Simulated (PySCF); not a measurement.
Te(H)(NH2) (H3NTe), SMILES [TeH]N. Atoms are numbered in the order given.

```xyz
5

Te     0.0324     0.3044     0.0000
H     -1.6307     0.5381     0.0000
N      0.0938    -1.7347     0.0000
H     -0.3559    -2.1125     0.8244
H     -0.3559    -2.1125    -0.8244
```
Charge 0, spin multiplicity 1.

Geometry optimised at B3LYP-D3(BJ)/def2-TZVP. The def2 effective core potentials stand for the cores of Te; spin–orbit coupling is left out.

Calculation: CAM-B3LYP/def2-TZVPD in PySCF.

Symmetry labels are those of the subgroup Cs that the program uses (full group Cs).

**Question.** List the valence orbital energies around the gap with their symmetry. (Estimate from the structure and the level; the computed values follow.)

**Answer.** 
```json
[
 {"orbital": "HOMO−7", "symmetry": "A'", "energy (eV)": "-45.37"},
 {"orbital": "HOMO−6", "symmetry": "A'", "energy (eV)": "-25.54"},
 {"orbital": "HOMO−5", "symmetry": "A'", "energy (eV)": "-19.07"},
 {"orbital": "HOMO−4", "symmetry": "A\"", "energy (eV)": "-15.25"},
 {"orbital": "HOMO−3", "symmetry": "A'", "energy (eV)": "-13.00"},
 {"orbital": "HOMO−2", "symmetry": "A'", "energy (eV)": "-10.63"},
 {"orbital": "HOMO−1", "symmetry": "A'", "energy (eV)": "-9.29"},
 {"orbital": "HOMO", "symmetry": "A\"", "energy (eV)": "-7.61"},
 {"orbital": "LUMO", "symmetry": "A'", "energy (eV)": "-0.40"},
 {"orbital": "LUMO+1", "symmetry": "A'", "energy (eV)": "0.49"},
 {"orbital": "LUMO+2", "symmetry": "A'", "energy (eV)": "0.97"},
 {"orbital": "LUMO+3", "symmetry": "A\"", "energy (eV)": "1.03"}
]
```
